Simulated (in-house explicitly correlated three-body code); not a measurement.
Computed with an exponentially correlated three-body code. Model: two electrons around a point charge, non-relativistic, variational in 260 exponentially correlated functions (energies converged to about 1e-7 hartree, or 1e-8 relative for large Z).

For two electrons in a singlet the Kohn-Sham orbital is the square root of half the density, so the exact Kohn-Sham potential and energy parts follow from the density alone, and exchange is minus half the Hartree energy. The Kohn-Sham level equals minus the binding energy of the second electron.

Command:
```bash
python run_hyl.py task.json out
```
Settings (lengths in bohr, energies in hartree):
```
Z                      1.46
interaction_strength   1
functions              260
states_tried           13
```

Time taken, with all properties: 30 s on 1 thread of Intel(R) Xeon(R) Platinum 8488C (Sapphire Rapids) (shared host).

**Those bound S and P states to n = 4 that converged, binding against the one-electron ion.**

Given: nuclear charge 1.46.

Computed: one-electron threshold -1.0658 hartree.

```tsv
term	energy (hartree)	binding (eV)	quantum defect
1 1S	-1.37179716	8.3266	0.41199
2 3S	-1.11144179	1.242	0.47749
2 1S	-1.10151675	0.9719	0.2789
2 3P	-1.09352923	0.75455	0.046677
2 1P	?	?	?
3 3S	-1.08231648	0.44944	0.46905
3 1S	-1.07999831	0.38636	0.27024
3 3P	-1.07797053	0.33118	0.051589
3 1P	?	?	?
4 3S	-1.07427491	0.23061	0.46674
4 1S	-1.07339499	0.20667	0.26768
4 3P	-1.07259192	0.18482	0.053188
4 1P	-1.07240649	0.17977	-0.0018194
```

What belongs in the row 2 1P?

energy (hartree): -1.09225505; binding (eV): 0.71988; quantum defect: 0.00019074.

What belongs in the row 3 1P?

energy (hartree): -1.07754516; binding (eV): 0.3196; quantum defect: -0.001328.

**Converged states only, values per electron or pair.**

```
term  mean r (bohr)  mean r squared (bohr²)  mean inverse r (1/bohr)  mean r12 (bohr)  mean inverse r12 (1/bohr)  mean cosine  mean p1 dot p2 (bohr⁻²)  delta r1 (bohr⁻³)  delta r12 (bohr⁻³)
1 1S          1.409                  2.8158                   1.1485           2.1965                    0.61008     -0.08486                 0.090546            0.62137            0.025297
2 3S         4.3567                  35.818                  0.81468             7.79                    0.15597    -0.015581                0.0025461            0.50298                   -
2 1S              ?                       ?                        ?                ?                          ?            ?                        ?                  ?                   ?
2 3P              ?                       ?                        ?                ?                          ?            ?                        ?                  ?                   -
2 1P         5.9585                  71.774                   0.7872           10.955                    0.11413   -0.0077678                0.0049057            0.49526          3.2363e-05
3 3S         10.996                  251.61                  0.76271               21                   0.062477   -0.0036008               0.00057261            0.49703                   -
3 1S         12.711                   338.9                  0.75866           24.424                   0.055302   -0.0030058                0.0008602            0.49674           0.0002789
3 3P         13.568                  394.78                  0.75679            26.14                   0.053873   -0.0047177               -0.0024135            0.49468                   -
3 1P         14.122                  427.15                  0.75543           27.244                    0.05076   -0.0021816                 0.001637            0.49529          1.1132e-05
4 3S         20.895                  937.38                  0.74723           40.781                   0.033404   -0.0013459               0.00021241             0.4959                   -
4 1S         23.261                  1165.3                  0.74565            45.51                    0.03051   -0.0011979               0.00033844            0.49587           0.0001101
4 3P           24.8                  1340.7                   0.7449           48.589                   0.029933    -0.001976               -0.0010349            0.49506                   -
4 1P         25.544                  1421.6                  0.74432           50.076                    0.02859  -0.00090452               0.00071526            0.49532          4.9118e-06
```

What belongs in the row 2 1S?

mean r (bohr): 5.4217; mean r squared (bohr²): 57.016; mean inverse r (1/bohr): 0.79881; mean r12 (bohr): 9.8921; mean inverse r12 (1/bohr): 0.12948; mean cosine: -0.011301; mean p1 dot p2 (bohr⁻²): 0.0033824; delta r1 (bohr⁻³): 0.50089; delta r12 (bohr⁻³): 0.0010857.

What belongs in the row 2 3P?

mean r (bohr): 5.6017; mean r squared (bohr²): 63.581; mean inverse r (1/bohr): 0.79136; mean r12 (bohr): 10.256; mean inverse r12 (1/bohr): 0.12371; mean cosine: -0.015904; mean p1 dot p2 (bohr⁻²): -0.0075168; delta r1 (bohr⁻³): 0.49337.

**Exact Kohn-Sham parts of the ground state from its density.**

Computed: total energy -1.37179716 hartree; Kohn-Sham kinetic 1.3385 hartree; Hartree energy 1.3685 hartree; exchange energy -0.68427 hartree; kinetic part of the DFT correlation energy 0.033312 hartree; exact minus restricted Hartree-Fock -0.040656 hartree; Kohn-Sham level -8.3266 eV; restricted Hartree-Fock level -8.7652 eV; dipole polarisability 8.024 bohr³; C6 of two such species 19.31 hartree·bohr⁶.

What is the potential part of the DFT correlation energy?

-0.074188 hartree.

What is the DFT correlation energy?

-0.040876 hartree.

**Functionals on the exact density and self-consistent, errors are functional minus exact, hybrids only self-consistent, a dash where a self-consistent run leaves the top level unbound.**

```
       result  exchange error (millihartree)  correlation error (millihartree)  functional driven error (millihartree)  density driven error (millihartree)  self consistent total error (millihartree)  top level plus exact binding (eV)
         BP86                        -4.7749                           -1.9665                                 -6.7414                             -0.56346                                     -7.3049                             5.2093
        wB97X                              -                                 -                                       -                                    -                                           ?                                  ?
      r2SCAN0                              -                                 -                                       -                                    -                                     0.98607                             3.5039
        M06-L                        -9.1526                            5.2653                                 -3.8873                              -2.3065                                     -6.1937                             4.9568
B3LYP VWN-RPA                              -                                 -                                       -                                    -                                     -12.038                             3.9203
          PBE                          2.809                            2.5906                                  5.3996                             -0.74338                                      4.6563                             5.3413
       PBEsol                              ?                                 ?                                       ?                                    ?                                           ?                                  ?
         PBE0                              -                                 -                                       -                                    -                                      4.5347                             3.7836
         AM05                         69.476                           -41.609                                  27.867                              -0.8925                                      26.974                             5.4763
         SCAN                        -6.2127                            5.6795                                -0.53322                             -0.18693                                    -0.72014                             4.9524
      revTPSS                         -5.294                           -2.0866                                 -7.3806                             -0.14914                                     -7.5297                             4.9768
         RPBE                        -9.2781                            2.5906                                 -6.6874                             -0.90283                                     -7.5903                             5.3179
         PW91                        0.70169                         -0.073228                                 0.62846                             -0.79007                                    -0.16161                             5.2799
         BLYP                        -4.7749                            1.8515                                 -2.9235                              -1.0895                                     -4.0129                             5.2991
```

What belongs in the row wB97X?

self consistent total error (millihartree): -2.5459; top level plus exact binding (eV): 1.0457.

What belongs in the row PBEsol?

exchange error (millihartree): 34.423; correlation error (millihartree): -6.7358; functional driven error (millihartree): 27.687; density driven error (millihartree): -0.78151; self consistent total error (millihartree): 26.906; top level plus exact binding (eV): 5.4579.

The density-driven part is never positive, since each functional's own density lowers its energy. Here it is small beside the functional-driven part (median ratio 0.14), the normal case. The correlation energy of density-functional theory lies 0.22 millihartree below exact minus Hartree-Fock, because the Hartree-Fock density, unlike the exact one, minimises the Hartree-Fock energy.
